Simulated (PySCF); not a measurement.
C4H4, SMILES C=C1C=C1.

Geometry: B3LYP-D3(BJ)/def2-SVP.

Two levels are set side by side: PBE/def2-TZVPD (PySCF) and r2SCAN/def2-TZVPD (PySCF). Same geometry, gas phase. Differences are taken from unrounded values.

| quantity | r2SCAN |
|---|---|
| orbital gap (eV) | 3.65 |
| highest occupied level (eV) | -5.13 |
| lowest empty level (eV) | -1.48 |
| dipole moment (D) | 2.15 |
| mean polarisability (bohr³) | 48.6 |

Question: What does PBE give, and how far is it from r2SCAN? (An estimate is asked for; the answer gives what the named calculation found.)

Answer: 
| quantity | PBE | PBE minus r2SCAN |
|---|---|---|
| orbital gap (eV) | 3.25 | -0.40 |
| highest occupied level (eV) | -5.02 | 0.11 |
| lowest empty level (eV) | -1.76 | -0.29 |
| dipole moment (D) | 2.04 | -0.11 |
| mean polarisability (bohr³) | 49.5 | 0.9 |

Rough cost on one machine, each run with all the roots and properties that it gave: r2SCAN against PBE about 5 times.
